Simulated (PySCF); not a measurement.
Radial density of Cu⁺ (copper, charge +1)

LDA, [Ar] 3d10, closed-shell 1S. All numbers are calculated (PySCF 2.14, the non-relativistic Hamiltonian (point nucleus), in 6-31G* (5s4p2d1f, 34 functions)).

```csv
r (bohr),4πr²ρ (e/bohr)
0.000972,0.1830
0.00163,0.5057
0.00275,1.350
0.00462,3.409
0.00778,8.057
0.0131,16.76
0.0220,28.52
0.0370,34.99
0.0623,29.66
0.105,30.81
0.176,39.74
0.296,21.95
0.498,21.00
0.838,17.82
1.41,4.586
2.37,0.3995
3.99,0.0001725
6.71,4.581e-05
```
